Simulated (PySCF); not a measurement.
**Optical rotation: `C#C[C@@H]1C[Si@H](CF)N1`, C$_{5}$H$_{8}$FNSi**

Geometry (Å), atoms numbered from 1 in this order:
```xyz
16

C    -3.2650    0.1913    0.6290
C    -2.2540   -0.3088    0.2271
C    -1.0100   -0.8689   -0.2551
C     0.0225   -1.1752    0.8479
Si    1.2845   -0.1478   -0.1523
C     2.0640    1.4199    0.6189
F     2.9964    1.9454   -0.2559
N    -0.1955    0.1092   -0.9792
H    -4.1594    0.6104    0.9832
H    -1.2288   -1.7539   -0.8675
H    -0.2812   -0.7748    1.8102
H     0.2248   -2.2340    0.9621
H     2.3532   -0.9131   -0.8061
H     2.6068    1.2087    1.5425
H     1.3388    2.2134    0.8107
H    -0.5047    0.4870   -1.8594
```

The calculation used TDDFT LC-wPBE/aug-cc-pVDZ circular dichroism and optical rotation, one conformer, gas phase (PySCF 2.14.0). Geometry: GFN2-xTB.

The molecule is flexible and this is one conformer; a measurement averages over conformers.

Stereocentres: C3 R, Si5 R.

Task: What is the specific rotation at 633, 589.3, 546, 436, 405, 365, 355 nm?

Result: [α] in deg dm⁻¹ (g/mL)⁻¹:
| λ (nm) | origin-invariant length gauge | modified velocity gauge | length gauge (centre of mass) | isotropic polarisability (au) |
| --- | --- | --- | --- | --- |
| 633 | -128.4 | -121.2 | -129.3 | 89.7 |
| 589.3 | -151.7 | -143.3 | -152.7 | 90.1 |
| 546 | -181.9 | -172.2 | -183.1 | 90.5 |
| 436 | -323.2 | -307.6 | -325.1 | 92.3 |
| 405 | -397.0 | -378.8 | -399.4 | 93.1 |
| 365 | -542.4 | -519.6 | -545.3 | 94.6 |
| 355 | -592.7 | -568.5 | -595.9 | 95.1 |

Task: And for the mirror image at 589.3 nm?

Result: +151.7 deg dm⁻¹ (g/mL)⁻¹ (origin-invariant length gauge): the same size and the opposite sign.

Task: What is the molar rotation [Φ] = [α]·M/100 of the geometry above at 589.3 nm?

Result: With M = 129.21 g/mol, -196.0 deg cm² dmol⁻¹ (origin-invariant length gauge).

The first excitation lies at 6.10 eV (203 nm) with R = -25.2 × 10⁻⁴⁰ esu² cm² (velocity form).
